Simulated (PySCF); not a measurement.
C₅H₅Cl₂ (doublet state).
SMILES with atom numbers: `[Cl:1][C:2]([Cl:3])=[C:4]1[CH:5][CH2:6][CH2:7]1` (hydrogens: H8 on C5; H9, H10 on C6; H11, H12 on C7)

The calculation used UKS B3LYP, pcH-1 on C Cl H, non-relativistic, mean-field spin-orbit, GIAO in PySCF. Isolated species at its GFN2-xTB geometry, gas phase. A GFN2-xTB geometry isn't a minimum of the functional, and hyperfine couplings can be far from their values at a DFT geometry. The SCF solution wasn't tested for stability. ⟨S²⟩ is 0.775 where a pure state has 0.75.

Q: Break the g tensor into its mass correction, gauge correction and orbital-Zeeman/spin–orbit terms.

A: 
| Δg (ppt) | 1 | 2 | 3 |
| --- | --- | --- | --- |
| relativistic mass correction | -0.18 | -0.18 | -0.18 |
| gauge correction | 0.00 | 0.04 | 0.04 |
| orbital Zeeman/spin–orbit | -1.01 | 5.09 | 6.96 |
| total | -1.19 | 4.95 | 6.82 |

So g = 2.00113, 2.00727, 2.00914 and g_iso = 2.00584; the tensor is rhombic: the two nearest values differ by 23 % of g3 − g1. Axes: g2 points within 8° of the C5–H8 bond and g3 points within 9° of the C2–C4 bond.

Q: What are the electron Larmor frequencies g μB B/h along the three axes at 330 mT?

A: 9.2427, 9.2711, 9.2797 GHz for g1, g2 and g3, a range of 37.0 MHz.

Q: At 33.829 GHz, how far is the centre of the isotropic spectrum from where a free electron (g = 2.002319) resonates?

A: B = hν/(g μB) with μB/h = 13.99624 MHz/mT gives 1207.10 mT for the free electron and 1204.98 mT at g_iso, 2.12 mT lower.

Q: In a frozen sample, at which fields do the three g values resonate at 9.5, 34, 94 and 263 GHz (hyperfine left aside), and which band first spreads them over more than twice a line width of 1.0 mT?

A: 
```json
{"band": "X", "GHz": "9.5", "B(g3) mT": "337.83", "B(g2) mT": "338.15", "B(g1) mT": "339.19", "spread mT": "1.35"}
{"band": "Q", "GHz": "34.0", "B(g3) mT": "1209.09", "B(g2) mT": "1210.21", "B(g1) mT": "1213.93", "spread mT": "4.84"}
{"band": "W", "GHz": "94.0", "B(g3) mT": "3342.77", "B(g2) mT": "3345.88", "B(g1) mT": "3356.15", "spread mT": "13.38"}
{"band": "J", "GHz": "263.0", "B(g3) mT": "9352.66", "B(g2) mT": "9361.35", "B(g1) mT": "9390.08", "spread mT": "37.42"}
```

The spread grows in proportion to the frequency. Q band is the first where it exceeds 2.0 mT.

The largest Mulliken spin populations are on C5 (+0.60), C2 (+0.55) and C4 (-0.23). The positive populations add up to 1.32 and the negative ones to -0.32, together 2S = 1. The angles at C5 add up to 360.0°, so it is planar.

The HOMO–LUMO gaps are 5.50 eV among the α and 4.89 eV among the β orbitals.
